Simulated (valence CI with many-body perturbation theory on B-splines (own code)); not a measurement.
The numbers below are computed, except where a source is named.
Run record, Pd39+

Method: valence CI with perturbative core correlation (CI+MBPT): five valence electrons over a frozen Dirac-Fock core [He], radial functions for each j: 5 s, 5 p, 3 d, 2 f, with the one-electron correlation potential Σ1 (screened to all orders), the two-electron term Σ2, the three-electron term Σ3, Breit, model QED; selected single and double excitations, second order for the rest, scaled by the run's own slope (own B-spline code, finite nucleus).

Command, and the settings that its task file holds:

```sh
python run_cv.py task.json out
```

```
atom Pd  Z=46  mass_number=106  rms_radius_fm=4.5318
core [He]
valence 2s2 2p3
avg = 1
basis = S
breit = 1
cap = 10000
capref = 1200
cscale = 1
de = 0.0
dress = 0
eps = 2e-08
extrap = 1
h = 0.27
hh = 1
l2 = 3
lcore = 6
maxit = 60
n2 = 5
natural = 0
nlev = 21
nno = [2, 2, 1, 1, 0]
nroot = 26
nsp = [3, 3, 2, 1, 0]
pt2 = 1
qed = 1
rpa = 1
s1 = 1
s2 = 1
s3 = 1
screen = 1
tol = 2e-05
whole = 1
```

It took 12 s on 1 thread of Arm Neoverse V1, with other jobs on the host.

Log. The first blocks belong to the next ion, which gives the ionisation energy. Fields: 2J, parity (1 odd), roots, reference size, generating configurations, candidates as configurations/state functions, variational space P, stored matrix elements, Davidson steps; e2 is the range of second-order energies in hartree. The first line gives the box (bohr), its intervals, the orbitals and the steps of their self-consistent field. Window is the range of levels sought, series limit the energy at which the first omitted orbital would enter, core excitation an estimate of the first excitation out of the core, left out the lowest levels not solved, and shifts from estimates the range by which levels moved from their first estimate, all in cm⁻¹.

```
rmax 1.5 intervals 55 orbitals 25 references ['2s2 2p3', '2s 2p4', '2p5'] scf 3 t 0.4
2J=0 par=0 roots 2 ref 28 generators 4 cand 564/760 P 433/596 nnz 0 it 0
2J=0 par=0 roots 2 ref 28 generators 4 cand 157/192 P 481/660 nnz 0 it 0
   second order: generators 9 cand 1043/1644 e2 -0.00001 -0.00001
reference levels 430, estimated 367, window 27479026 1/cm; series limit 35690830, core excitation 172126682
2J=3 par=1 roots 11 ref 68 generators 16 cand 2557/16846 P 1189/5191 nnz 2.6e+06 it 5
2J=3 par=1 roots 11 ref 68 generators 20 cand 2744/20456 P 1954/9984 nnz 8.2e+06 it 7
   second order: generators 34 cand 5230/46042 e2 -0.00005 -0.00000
2J=5 par=1 roots 6 ref 53 generators 12 cand 2471/18884 P 1118/5051 nnz 2.6e+06 it 4
2J=5 par=1 roots 6 ref 53 generators 16 cand 2657/23007 P 1823/10000 nnz 8.6e+06 it 5
   second order: generators 26 cand 4106/41370 e2 -0.00005 -0.00000
2J=1 par=1 roots 7 ref 45 generators 15 cand 2302/9487 P 1322/4069 nnz 1.5e+06 it 5
2J=1 par=1 roots 7 ref 45 generators 18 cand 2385/11356 P 2104/7426 nnz 4.3e+06 it 5
   second order: generators 30 cand 4037/22063 e2 -0.00002 -0.00000
2J=5 par=0 roots 8 ref 60 generators 18 cand 3050/24732 P 1220/5156 nnz 2.6e+06 it 5
2J=5 par=0 roots 8 ref 60 generators 19 cand 2686/23266 P 1922/9999 nnz 8.3e+06 it 12
   second order: generators 32 cand 4853/53377 e2 -0.00012 -0.00001
2J=1 par=0 roots 7 ref 53 generators 17 cand 2658/12240 P 1392/4380 nnz 1.7e+06 it 4
2J=1 par=0 roots 7 ref 53 generators 17 cand 2280/10993 P 2070/7129 nnz 4e+06 it 5
   second order: generators 27 cand 3814/20894 e2 -0.00003 -0.00000
2J=3 par=0 roots 9 ref 72 generators 17 cand 3097/21990 P 1187/5191 nnz 2.6e+06 it 5
2J=3 par=0 roots 9 ref 72 generators 20 cand 2741/20509 P 1955/9983 nnz 8.1e+06 it 6
   second order: generators 32 cand 4494/41351 e2 -0.00012 -0.00000
2J=7 par=1 roots 2 ref 30 generators 6 cand 1884/15377 P 825/3534 nnz 1.5e+06 it 4
2J=7 par=1 roots 2 ref 30 generators 9 cand 2167/18533 P 1349/7381 nnz 6.2e+06 it 5
   second order: generators 14 cand 2661/26837 e2 -0.00003 -0.00002
2J=7 par=0 roots 3 ref 27 generators 7 cand 1903/16660 P 856/3531 nnz 1.5e+06 it 4
2J=7 par=0 roots 3 ref 27 generators 9 cand 2107/18522 P 1463/8627 nnz 7.9e+06 it 5
   second order: generators 14 cand 3085/36641 e2 -0.00002 -0.00002
2J=9 par=0 roots 1 ref 8 generators 3 cand 706/5870 P 879/3511 nnz 1.5e+06 it 4
2J=9 par=0 roots 1 ref 8 generators 4 cand 880/7888 P 1033/4953 nnz 3.2e+06 it 4
   second order: generators 7 cand 1647/15231 e2 -0.00002 -0.00002
2J=9 par=1 roots 1 ref 11 generators 3 cand 807/6058 P 796/3485 nnz 1.4e+06 it 4
2J=9 par=1 roots 1 ref 11 generators 3 cand 596/5069 P 988/4901 nnz 2.9e+06 it 4
   second order: generators 6 cand 1782/15250 e2 -0.00002 -0.00002
left out: unestimated 36905217, estimated 28916914, shifts from estimates -1 to 24
operators 0.1
```

The Davidson iterations converged. The settings are bad on purpose, so the numbers may not be properties of the ion.

The last digits are not significant, and no measured levels were compared; by estimate large intervals hold to a few tenths of a per cent, small ones and those within an open d or f shell to about a per cent.

| Quantity | Value |
| --- | --- |
| Valence energy | -1187.182 hartree |
| Ionisation energy | 5878.2 eV (NIST: 5880 ± 40 eV (semi-empirical)) |
| Reference configurations for the orbitals | 2s2 2p3, 2s 2p4, 2p5 |
| Radial orbitals | 25 |
| Box radius | 1.459 bohr |
| Largest variational space | 10000 |
| Lowest levels | (2s^2 2p1/2^2 2p3/2) J=3/2 0.00, (2s^2 2p1/2 2p3/2^2) J=3/2 151.98, (2s^2 2p1/2 2p3/2^2) J=5/2 169.66, (2s^2 2p1/2 2p3/2^2) J=1/2 193.82, (2s 2p1/2^2 2p3/2^2) J=5/2 327.15, (2s^2 2p3/2^3) J=3/2 346.65, (2s 2p1/2^2 2p3/2^2) J=1/2 381.61, (2s 2p1/2^2 2p3/2^2) J=3/2 383.05, (2s 2p1/2 2p3/2^3) J=3/2 [a] 498.73, (2s 2p1/2 2p3/2^3) J=5/2 525.93, (2s 2p1/2 2p3/2^3) J=1/2 553.51, (2s 2p1/2 2p3/2^3) J=3/2 [b] 565.69, (2s 2p3/2^4) J=1/2 723.71, (2p1/2^2 2p3/2^3) J=3/2 760.41 eV |

Levels are named by their leading jj configuration (3d3/2^4 stands for four electrons in 3d with j = 3/2), which in mixed levels can hold well under half, so a name can repeat and another be missing. Letters in brackets count levels of one name in rising energy.
